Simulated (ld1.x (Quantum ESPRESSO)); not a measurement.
# An all-electron radial function and its pseudo partner (cobalt)

Columns: radius, all-electron u(r) and pseudo u(r) of the 3p shell (level -67.55 eV) of cobalt in the configuration [Ne] 3s2 3p6 3d7 4s1 4p1; PW91, scalar-relativistic, PAW scheme, ld1.x (Quantum ESPRESSO) 7.5.

| r (bohr) | all-electron | pseudo |
| --- | --- | --- |
| 0.098 | 0.5628 | -0.0269 |
| 0.195 | 0.4846 | -0.1027 |
| 0.292 | -0.0491 | -0.2175 |
| 0.390 | -0.5887 | -0.3576 |
| 0.488 | -0.9584 | -0.5036 |
| 0.585 | -1.1448 | -0.6360 |
| 0.682 | -1.1936 | -0.7410 |
| 0.780 | -1.1521 | -0.8085 |
| 0.878 | -1.0599 | -0.8324 |
| 0.975 | -0.9459 | -0.8145 |
| 1.072 | -0.8262 | -0.7623 |
| 1.170 | -0.7094 | -0.6852 |
| 1.268 | -0.6020 | -0.5960 |
| 1.365 | -0.5074 | -0.5068 |
| 1.463 | -0.4239 | -0.4239 |
| 1.560 | -0.3530 | -0.3530 |
| 1.658 | -0.2921 | -0.2921 |
| 1.755 | -0.2413 | -0.2413 |
| 1.852 | -0.1988 | -0.1988 |
| 1.950 | -0.1631 | -0.1631 |
| 2.047 | -0.1338 | -0.1338 |
| 2.145 | -0.1094 | -0.1094 |
| 2.242 | -0.0895 | -0.0895 |
| 2.340 | -0.0730 | -0.0730 |
| 2.438 | -0.0594 | -0.0594 |
| 2.535 | -0.0485 | -0.0485 |

Question: How many radial nodes do the two functions have?

Answer: The all-electron 3p function has n − l − 1 = 1; the pseudo-wave has 0, since the states of the same l below it are removed with the core.

Question: At about which radius was the pseudo-wave matched?

Answer: 1.55 bohr, where the columns begin to agree (steps of 0.10 bohr).

Question: Is the pseudo-wave norm-conserving?

Answer: No, it belongs to a PAW set: the norm inside the radius is not constrained, and the difference is carried by the augmentation charge.
